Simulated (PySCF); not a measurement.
**How methods differ on the excitation energy of Al**

Al [Ne] 3s2 3p1 (2P) → Al [Ne] 3s1 3p1 4s1 (4P), as a difference of total energies. Calculation: PySCF 2.14, in aug-cc-pCVTZ-DK with one added diffuse shell each of s, p, d, f type (9s8p6d4f, 91 functions); the spin-free X2C one-electron Hamiltonian (Gaussian nucleus). Correlated levels: valence: [Ne] frozen; valence and next inner shell: 1s2 frozen; nothing frozen. The calculations carry no spin-orbit coupling.

```csv
method,excitation energy (eV)
UHF,6.374
LDA,7.588
PBE,7.492
PBE0,7.437
r2SCAN,7.318
BHandHLYP,7.666
BLYP,7.719
HSE06,7.423
PW91,7.514
MP2 (valence),7.202
SCS-MP2 (valence),7.446
MP2 (valence and next inner shell),7.341
SCS-MP2 (valence and next inner shell),7.551
MP2 (all electrons),7.338
SCS-MP2 (all electrons),7.549
```

Question: How much does correlation contribute at MP2 (all electrons)?

Answer: 7.338 − (6.374) = 0.964 eV, measured against UHF.

The upper state lies above the first ionisation limit, but in LS coupling its spin forbids autoionisation to the ground ion. A Rydberg-like electron needs more diffuse functions than a valence basis has.

The promoted electron is Rydberg-like, and one or two diffuse shells describe it only roughly, which tends to raise the upper state.
